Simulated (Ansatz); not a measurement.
```yaml
crystal:
  periodic: [false, false, false]
  atoms:
    - {symbol: Ag, position_ang: [0.123808, 0.025747, -0.144705]}
    - {symbol: Br, position_ang: [-0.376299, 1.266782, -1.946581]}
    - {symbol: Br, position_ang: [0.290027, -1.335983, 1.932962]}
basis:
  gaussian: {orbitals: cc-pVTZ-PP}
total_charge: -1
hamiltonian: {xc: {name: B3LYP5}}
scf: {lower_state_search: off}
```

```sh
$ ansatz run in.yaml --threads 4 --pin off --events-out ev --progress --plain --max-ram 3916MiB
```

It prints (some lines left out):

```
Functional definition: B3LYP5
1002 factors; their error is unknown
mean field evaluation 1: about -26686.6058 eV, gradient 2.8e1 eV
mean field evaluation 2: about -26684.3798 eV, gradient 4.9e1 eV
mean field evaluation 4: about -26687.8987 eV, gradient 7.4e-1 eV
mean field evaluation 8: about -26688.0662 eV, gradient 2.1e-1 eV
mean field evaluation 16: about -26688.0662 eV, gradient 7.5e-6 eV
mean field -26688.06620347 eV, -980.7683431565 hartree, gradient 7.5e-6 eV, S^2 0.000000; 0 other end points of the search recorded, 0 dependent functions left out
reference -26688.06641825 eV, -980.7683510494 hartree; 35, 35 occupied and 106, 106 virtual orbitals, 1002 factors
Total energy: -26688.06641825 eV, -980.7683510494 hartree
Checks for a lower state left out: stability, starts, cluster_reference, orbital_swaps, neighbouring_geometries, increment
```

It took 1.2 s on 4 threads of Arm Neoverse V1 on a shared host.

The highest occupied level of an anion often lies above zero with these methods, and sets without diffuse functions describe the outer electron poorly.
